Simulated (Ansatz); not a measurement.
Cartesian coordinates (Å):
```xyz
7

Mo    -0.0004     0.0002    -0.0001
F      0.5626    -0.9889    -1.4450
F      1.5884    -0.3531     0.8565
F     -0.5636     0.9890     1.4449
F      0.7361     1.5126    -0.7439
F     -1.5890     0.3536    -0.8571
F     -0.7368    -1.5121     0.7439
```
Charge 0, multiplicity 1.

Computed with frozen-core CCSD(T)/def2-TZVPP // TPSS-D3(BJ)/def2-SVP run with Ansatz (a first-principles code).

The HF energy is -664.53264 Ha and the MP2 correlation energy is -2.12173 Ha.

Q: Estimate the CCSD correlation energy, the (T) correction, the total energy and the T1 diagnostic.

A: 
```json
{
 "CCSD correlation energy": "-2.04868 Ha",
 "(T) correction": "-0.09994 Ha",
 "CCSD(T) total energy": "-666.68126 Ha",
 "T1 diagnostic": "0.026"
}
```
